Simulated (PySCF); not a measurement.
Excitations are Tamm–Dancoff values on a coarser integration grid. The basis has no diffuse functions, so Rydberg states are missing or too high.

Cartesian coordinates (Å):
SMILES: Cl[SiH2]Cl
```xyz
5

Cl     1.7034     0.9739     0.0413
Si    -0.0046    -0.1430    -0.0005
Cl    -1.6395     1.0780    -0.0525
H     -0.0638    -0.9487     1.2243
H      0.0039    -0.9614    -1.2182
```
Charge 0, multiplicity 1.

Question: Give the S1 excitation (TDA), LUMO, dipole moment, HOMO–LUMO gap and S1 oscillator strength at the level CAM-B3LYP-D3(BJ)/def2-TZVP (PySCF).

Answer: 
```
Item                       Value
----------------------  --------
S1 excitation (TDA)      7.81 eV
LUMO                     1.13 eV
dipole moment             1.22 D
HOMO–LUMO gap           11.61 eV
S1 oscillator strength     0.009
```
